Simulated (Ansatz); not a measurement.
`[S][Sn]` from Hartree–Fock to CCSD(T)

| atom | x (Å) | y (Å) | z (Å) |
| --- | --- | --- | --- |
| S1 | -0.979 | -0.379 | 0.333 |
| Sn2 | 0.979 | 0.379 | -0.333 |

Charge 0, multiplicity 1. Correlated methods include outer-core shells of Sn, which these sets cover unevenly. Sn: def2 effective core potential. The geometry is a stationary point of PBE0-D4/def2-TZVP. Frozen core, restricted reference, Ansatz.

```
     basis     HF (Eh)  MP2 corr.  CCSD corr.       (T)  CCSD(T) total
  def2-SVP  -610.79115   -0.21475    -0.23243  -0.01310     -611.03668
def2-TZVPP  -610.93761   -0.47156    -0.47198  -0.02308     -611.43267
def2-QZVPP  -610.95008   -0.69861    -0.66818  -0.02902     -611.64728
```
